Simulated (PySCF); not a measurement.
## Vibration and rotation of CaAl

ROHF-CCSD(T) constants of CaAl, ²Π (doublet), unpaired electrons π ↑ (Ca x2c-SVPall, Al x2c-SVPall; spin-free X2C with a Gaussian nucleus (PySCF 2.14); masses 39.9626 and 26.9815 u):

| Item | Value |
| --- | --- |
| ωe | 146.6 cm⁻¹ |
| ωexe | 1.96 cm⁻¹ |
| Be | 0.09655 cm⁻¹ |
| αe | 0.00124 cm⁻¹ |
| De to Ca + Al | 0.318 eV |

What force constant and bond length do these constants imply?

Reduced mass μred = 16.107 u; k = 5.8918×10⁻⁷·μred·ωe² (u, cm⁻¹, mdyn/Å) = 0.204 mdyn/Å; Re = √(16.8576/(μred·Be)) (u, cm⁻¹, Å) = 3.292 Å.

Estimate the centrifugal constant D from the Kratzer relation and find the Dunham coefficient a1.

D = 4Be³/ωe² = 1.68e-07 cm⁻¹; a1 = −1 − αeωe/(6Be²) = -4.25.

Correlated steps freeze 10 core orbitals. The bond is weak. Basis-set superposition, not corrected here, can be much of De in a small basis, most of all at correlated wavefunction levels. The state is the lowest determinant that a PBE0 search found; another state may lie lower at other levels.
